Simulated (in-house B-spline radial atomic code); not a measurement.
Si²⁺. Computed with a B-spline radial atomic code. Model: all-electron spherical atom, spin shells full or empty, radial basis limit, no spin-orbit coupling, Breit or QED, empty-state partial waves extrapolated as (l+1/2)^-4, RPA, G0W0 and static COHSEX of the highest shell as one setting changes (uncorrelated shells keep exact exchange).

Empty levels are discrete states of a finite basis, so the steps are uneven.

Given: element Si; charge 2; filled core Ne; hamiltonian non-relativistic; mean-field start r2SCAN; highest l of empty states 9; lowest nl shells left uncorrelated 0; highest mean-field shell 3s; box radius 17.55 bohr.

Shell: 3s 1 1 (electrons up and down).

| highest empty level kept (hartree) | RPA correlation energy (hartree) | G0W0 level (eV) | G0W0 minus most complete (meV) | COHSEX level (eV) | linearised minus solved G0W0 (meV) |
| --- | --- | --- | --- | --- | --- |
| 3 | -0.15446 | -33.51 | 261.1 | -35.308 | 41.1 |
| 6 | -0.23432 | -33.61 | 160.8 | -35.526 | 42 |
| 10.5 | -0.29659 | -33.654 | 117 | -35.631 | 42.5 |
| 18 | -0.40333 | -33.693 | 78.5 | -35.74 | 43 |
| 30 | -0.47692 | -33.715 | 55.6 | -35.812 | 43.3 |
| 54 | -0.55772 | -33.742 | 29.3 | -35.891 | 43.6 |
| 90 | -0.60634 | -33.753 | 17.7 | -35.928 | 43.8 |
| 180 | ? | ? | ? | ? | ? |
| 360 | -0.67736 | -33.766 | 5 | -35.965 | 44 |
| 750 | ? | ? | ? | ? | ? |
| 1800 | -0.70872 | -33.771 | 0.5 | -35.978 | 44 |
| 6000 | -0.71222 | -33.771 | 0 | -35.979 | 44 |

(1) What follows for highest empty level kept = 180?

(2) What follows for highest empty level kept = 750?

Results:

(1) RPA correlation energy -0.64745 hartree; G0W0 level -33.762 eV; G0W0 minus most complete 9.5 meV; COHSEX level -35.951 eV; linearised minus solved G0W0 43.9 meV.

(2) RPA correlation energy -0.70002 hartree; G0W0 level -33.769 eV; G0W0 minus most complete 1.7 meV; COHSEX level -35.975 eV; linearised minus solved G0W0 44 meV.
